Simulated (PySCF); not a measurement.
## How the method moves the HOMO and LUMO of `C#C/C=N\[SiH2]C`

Species: C4H7NSi.
Structure used (PBE0-D3(BJ)/def2-SVP), in Å, numbered top down from 1:
```xyz
13
C4H7NSi angstrom
C      2.525    1.421    0.413
C      1.900    0.426    0.109
C      1.184   -0.765   -0.277
N      0.015   -1.099    0.082
Si    -1.137   -0.267    1.119
C     -2.657    0.084    0.087
H      3.067    2.306    0.693
H      1.751   -1.428   -0.959
H     -0.612    1.000    1.726
H     -1.453   -1.227    2.219
H     -3.473    0.466    0.719
H     -2.439    0.837   -0.686
H     -3.001   -0.834   -0.412
```

Basis pcSseg-1 throughout (PySCF), one geometry. Isolated species at its PBE0-D3(BJ)/def2-SVP geometry (one conformer only).

Q: How do the orbital energies, the gap and the dipole change with the method?

A: 
```tsv
method	kind	HOMO (eV)	LUMO (eV)	gap (eV)	μ (D)	SCF cycles
BLYP	GGA	-5.70	-2.53	3.17	1.57	16
OPBE	GGA	-5.82	-2.63	3.19	1.57	16
PBE	GGA	-5.83	-2.71	3.12	1.57	16
B97-D	GGA	-5.85	-2.61	3.24	1.60	16
LDA	LDA	-5.93	-2.94	2.99	1.61	16
BP86	GGA	-5.95	-2.81	3.14	1.59	16
KT3	GGA	-6.00	-2.63	3.37	1.55	16
KT2	GGA	-6.00	-2.67	3.34	1.57	17
B97-2	global hybrid	-7.03	-1.81	5.22	1.67	15
B3LYP	global hybrid	-7.04	-1.95	5.09	1.66	15
PBE0	global hybrid	-7.30	-1.76	5.53	1.68	14
mPW1PW91	global hybrid	-7.34	-1.78	5.56	1.69	14
BHandHLYP	global hybrid	-8.69	-0.63	8.06	1.77	13
CAM-B3LYP	range-separated hybrid	-8.69	-0.59	8.10	1.70	13
wB97X-D	range-separated hybrid	-9.22	0.01	9.22	1.72	15
LC-wPBE	range-separated hybrid	-10.07	0.50	10.56	1.74	15
HF	Hartree–Fock	-10.56	2.13	12.69	1.94	13
```

The HOMO spans 4.86 eV, from BLYP down to HF, and the gap runs from 2.99 eV (LDA) to 12.69 eV (HF). Over the methods BLYP (0 %), OPBE (0 %), PBE (0 %), B97-D (0 %), LDA (0 %), BP86 (0 %), KT3 (0 %), KT2 (0 %), B97-2 (21 %), B3LYP (20 %), PBE0 (25 %), mPW1PW91 (25 %), BHandHLYP (50 %), HF (100 %), a straight line through the gap against the share of exact exchange rises by 0.95 eV for each 10 % (correlation coefficient 0.999). The dipole ranges from 1.55 D (KT3) to 1.94 D (HF). This basis has no diffuse functions.
